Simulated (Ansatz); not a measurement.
Gas-phase electronic energies from Ansatz, PBE0-D4/def2-TZVP geometries. CBS: MP2 limit from def2 TZ/QZ plus the TZ coupled-cluster correction, frozen cores. Each species was taken in one conformer, which may not be the lowest.

Reaction (substitution at a C–C bond): `C=CC(C)C` + `O[Si](F)(F)F` → `C=CO[Si](F)(F)F` + `CCC`

`C=CC(C)C`:

Cartesian coordinates in Å:
```
C -1.290 -0.200 -1.631
C -0.043 -0.319 -1.197
C 0.416 -0.349 0.229
C 1.451 0.750 0.465
C -0.712 -0.265 1.242
H -1.514 -0.180 -2.691
H -2.133 -0.121 -0.953
H 0.757 -0.391 -1.933
H 0.930 -1.311 0.372
H 2.278 0.679 -0.246
H 1.867 0.685 1.473
H 0.994 1.737 0.349
H -1.434 -1.074 1.110
H -1.249 0.685 1.152
H -0.318 -0.328 2.258
```

`O[Si](F)(F)F`:

```xyz
6

O     1.123   -0.565    0.205
Si   -0.326    0.022   -0.153
F    -0.249    1.442   -0.824
F    -1.243    0.169    1.116
F    -1.006   -0.971   -1.153
H     1.701   -0.097    0.809
```

`C=CO[Si](F)(F)F`:

```xyz
10

C    -1.598   -0.227    0.352
C    -0.504   -0.675    0.943
O     0.779   -0.421    0.557
Si    1.339    0.460   -0.667
F     2.900    0.389   -0.611
F     0.856   -0.084   -2.057
F     0.895    1.962   -0.567
H    -2.563   -0.500    0.755
H    -1.577    0.408   -0.527
H    -0.527   -1.310    1.821
```

`CCC`:

Cartesian coordinates in Å:
```
C 0.296 0.777 0.980
C 0.113 -0.547 0.257
C -0.380 -0.372 -1.170
H -0.645 1.332 1.029
H 1.023 1.410 0.461
H 0.651 0.633 2.003
H 1.061 -1.094 0.251
H -0.593 -1.172 0.814
H -0.506 -1.334 -1.674
H 0.324 0.222 -1.759
H -1.344 0.145 -1.192
```

```tsv
species	HF/def2-TZVPP energy (Eh)
`C=CC(C)C`	-195.21572
`O[Si](F)(F)F`	-663.16425
`C=CO[Si](F)(F)F`	-740.05766
`CCC`	-118.31060
```

Q: Work out ΔE.

A: ΔE = (-740.05766) + (-118.31060) − (-195.21572) − (-663.16425) = 0.01171 Eh = +7.3 kcal/mol. CCSD(T)/CBS gives +11.5 kcal/mol.

Largest T1 diagnostic among the species: 0.012.

In def2-TZVPP, CCSD(T) changes the Hartree–Fock value by +3.6 kcal/mol (the triples alone add +0.3 kcal/mol) and MP2 by +5.4 kcal/mol. From PBE to PBE0 (25 % exact exchange), in def2-TZVPP and without D4, ΔE moves by +1.0 kcal/mol.
